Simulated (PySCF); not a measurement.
B(CF3)(H)(OH) (CH2BF3O), SMILES OBC(F)(F)F. The structure is a stationary point at PBE-D3(BJ)/def2-SVP. This is a generated structure with no PubChem entry under its InChIKey; it may be hypothetical. The values are those of a single conformer.

Computed equilibrium geometry at PBE-D3(BJ)/def2-SVP (PySCF confirms it by a frequency run) as Cartesian coordinates in Å, and its point group (one conformer of several):
point group Cs.
```xyz
8

B      0.7729    -1.0352     0.0000
C      0.0493     0.4079     0.0000
F      0.3691     1.1390    -1.0958
F      0.3691     1.1390     1.0958
F     -1.3195     0.2655     0.0000
H      1.9794    -1.1402     0.0000
O      0.0049    -2.1396     0.0000
H     -0.9477    -1.9056     0.0000
```
Charge 0, spin multiplicity 1.
